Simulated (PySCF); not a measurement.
Problem. Write Cartesian coordinates for `[SiH2](CCl)/C=C/[SiH3]` as optimised with PBE0-D3(BJ)/def2-SVP.

Solution. 
```xyz
15
C3H9ClSi2 angstrom
Si    -3.0213    0.1170    0.0695
C     -1.2879   -0.5970    0.0459
C     -0.1939    0.0745    0.4491
Si     1.5408   -0.6231    0.4178
C      2.6509    0.4871   -0.6446
Cl     2.6517    2.1458    0.0360
H     -2.9670    1.5135    0.5968
H     -3.6081    0.1249   -1.3066
H     -3.9169   -0.7107    0.9362
H     -1.1654   -1.6297   -0.3139
H     -0.3101    1.1073    0.8087
H      2.1302   -0.6775    1.7893
H      1.5112   -1.9970   -0.1755
H      2.2857    0.5495   -1.6802
H      3.6913    0.1314   -0.6694
```

Orientation and origin are arbitrary. Atoms count from 1 in this order. Si1 (SiH3 silicon) is tetrahedral (angles from 107.5° to 110.7°). Si4 (SiH2 silicon) is tetrahedral (angles from 107.8° to 111.4°). The C–Si distances run from 1.870 Å (C3–Si4, drawn single) to 1.896 Å (Si4–C5, drawn single), a spread of 0.026 Å.

Bonds between heavy atoms (Å): Si1–C2 1.875, C2=C3 1.345, C3–Si4 1.870, Si4–C5 1.896, C5–Cl6 1.793.

The calculation used PySCF, PBE0-D3(BJ)/def2-SVP geometry optimisation, gas phase.

Point group: C1 (no symmetry element, even within 0.4 Å). No PBE0-D3(BJ)/def2-SVP frequencies stand behind this structure, so it isn't proved a minimum. The numbers are those of one conformer (C2–C3–Si4–C5 122°, C3–Si4–C5–Cl6 59°).
